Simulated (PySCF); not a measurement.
## Phosphorus: a sound run and one with changed settings

Sound run: P²⁺ [Ne] 3s2 3p1, P³⁺ [Ne] 3s2. Calculation: PySCF 2.14, in cc-pVDZ-DK (4s3p1d, 18 functions); the spin-free X2C one-electron Hamiltonian (Gaussian nucleus). In the sound run the correlated levels freeze [Ne]. The sound run starts from symmetry-adapted Hartree-Fock orbitals and uses a fine grid where one is needed.

Changed run: initial guess sap, at most 50 SCF cycles.

```csv
species,method,sound run (hartree),changed run (hartree),converged
P²⁺,UHF,-340.45437,-340.45437,yes
P²⁺,MN15,-340.95961,-340.95961,yes
P²⁺,CCSD(T),-340.51279,-340.51279,yes
P³⁺,M06-L,-339.85069,-339.85069,yes
P³⁺,MP2,-339.40051,-339.40051,yes
```

Here the plain start reaches the same solutions.
